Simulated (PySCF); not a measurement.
Stepwise substitution at one centre (Ga F-SH). Gas-phase values, no solvent. One relaxed conformer stands for each flexible species; it need not be the lowest. Strings in code marks are SMILES.

The S1 excitation (TDA) from two functionals at the same geometries (CAM-B3LYP-D3(BJ)/def2-TZVP), both in PySCF: PBE-D3(BJ)/def2-TZVP and TPSSh-D3(BJ)/def2-TZVP. Excitations are Tamm–Dancoff values on a coarser integration grid. The basis has no diffuse functions, so Rydberg states are missing or too high.

| species | TPSSh-D3(BJ)/def2-TZVP (eV) |
|---|---|
| 0 of 3 F replaced by SH | 7.18 |
| 2 of 3 F replaced by SH (`[F][Ga]([SH])[SH]` (S–Ga–S–H torsion -180°, S–Ga–S–H torsion -180°)) | 5.18 |
| 3 of 3 F replaced by SH (`[SH][Ga]([SH])[SH]`) | 5.17 |

### Question
What does PBE-D3(BJ)/def2-TZVP give for each?

### Answer

- 0 of 3 F replaced by SH: 6.45
- 2 of 3 F replaced by SH (`[F][Ga]([SH])[SH]` (S–Ga–S–H torsion -180°, S–Ga–S–H torsion -180°)): 4.73
- 3 of 3 F replaced by SH (`[SH][Ga]([SH])[SH]`): 4.69
Over these rows, drawn at random from the members with no instability flagged (it was tested for open shells, ions and some series alone), PBE minus TPSSh-D3(BJ): mean -0.55 eV, from -0.73 eV to -0.45 eV.
